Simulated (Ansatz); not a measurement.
Cost and result for the atomization energy of CH7OPSi, SMILES `C[SiH](O)P` (11 atoms, 10 bonds).

Cartesian coordinates in Å:
```
C -0.8415 -1.0640 0.8372
Si 0.1878 0.4337 0.4186
O 1.8037 0.0911 0.4001
P -0.5988 1.2908 -1.5167
H -1.8946 -0.7886 0.9384
H -0.7675 -1.8311 0.0620
H -0.5087 -1.5012 1.7818
H 0.0405 1.4772 1.4637
H 2.1406 -0.4129 -0.3415
H 0.5481 2.0970 -1.7439
H -0.1096 0.2080 -2.2997
```

Total charge 0; spin multiplicity 1. The structure was optimised at the PBE0-D4/def2-TZVP level. It is one conformer, not always the lowest. Program: Ansatz. All runs use 4 threads of an Arm Neoverse V1 on a shared host. Times are those of one run each, without the atoms' runs, and a repeat can differ threefold. Electronic energies, without spin–orbit coupling; frozen cores. CCSD(T)/CBS adds CCSD(T) − MP2 in def2-TZVPP to the MP2 limit, and its time is that of the two runs behind it. T1 = 0.012. B3LYP takes the VWN-RPA correlation (the form of Gaussian; ORCA's B3LYP/G).

CCSD(T)/CBS is a level of theory with its own doubt, some kJ/mol a heavy atom from the limit and from the frozen cores, so smaller differences don't rank the functionals.

```
                             level  functions  wall time  atomization (kJ/mol)  difference from CCSD(T)/CBS  per bond
   PBE-D4/def2-TZVPP (with forces)        244      2.4 s                3797.5                         18.2       1.8
                PBE0-D4/def2-TZVPP        244        3 s                3750.2                        -29.1      -2.9
 B3LYP-D4/def2-TZVPP (with forces)        244      4.7 s                3776.9                         -2.4      -0.2
r2SCAN-D4/def2-TZVPP (with forces)        244      4.7 s                3775.1                         -4.2      -0.4
                 B2PLYP/def2-TZVPP        244      5.5 s                3725.7                        -53.6      -5.4
                ωB97X-V/def2-TZVPP        244      7.5 s                3801.1                         21.8       2.2
  ωB97M-V/def2-TZVPP (with forces)        244       11 s                3794.2                         14.9       1.5
                    MP2/def2-QZVPP        464       20 s                3750.8                        -28.5      -2.8
                CCSD(T)/def2-TZVPP        244       96 s                3672.3                       -107.0     -10.7
                 CCSD(T)/CBS(def2)          –      120 s                3779.3                          0.0       0.0
```

The D4 term adds +37.1 kJ/mol with B3LYP and +19.5 kJ/mol with PBE0; it sums over pairs of atoms, weighted by their polarisabilities, and B3LYP, whose exchange is more repulsive, gets the larger term. In def2-TZVPP, CCSD(T) changes the Hartree–Fock value by +921.3 kJ/mol (the triples alone add +46.2 kJ/mol) and MP2 by +936.3 kJ/mol; breaking electron pairs costs correlation energy, which Hartree–Fock lacks. From PBE to PBE0 (25 % exact exchange), in def2-TZVPP and without D4, the atomization energy moves by −43.9 kJ/mol: exact exchange takes away binding that semilocal exchange gives to molecules.
